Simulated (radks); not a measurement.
Correlation energies from several functionals, in hartree. Species: P3+ [Ne] 3s2; Pm54+ [He] 2s2 2p3; O4+ [He] 2s2. Method: non-relativistic Kohn-Sham, r2SCAN, spin-polarised, spherical densities, point nucleus; meta-GGA in the generalised Kohn-Sham scheme; computed with a radial shooting solver on a logarithmic mesh with Libxc functionals. Every spin shell is full or empty, so the densities are truly spherical. Functionals are evaluated on that one density, not self-consistently.

| functional | P3+ | Pm54+ | O4+ |
|---|---|---|---|
| PW92 | -1.0004 | -0.88070 | -0.30769 |
| VWN5 | -1.0052 | -0.88301 | -0.30911 |
| Wigner | -0.62898 | -0.30089 | -0.20650 |
| PBE | -0.44215 | -0.22912 | -0.10122 |
| LYP | -0.50984 | -0.29210 | -0.12358 |
| PW91 | -0.49205 | -0.30829 | -0.11725 |
| AM05 | -0.90146 | -0.79027 | -0.27006 |
| OP (B88) | -0.49169 | -0.29786 | -0.13406 |
| r2SCAN | -0.45061 | -0.24321 | -0.10285 |
| B95 | -0.53713 | -0.41499 | -0.13231 |
| Tao-Mo | -0.40254 | -0.20327 | -0.079463 |
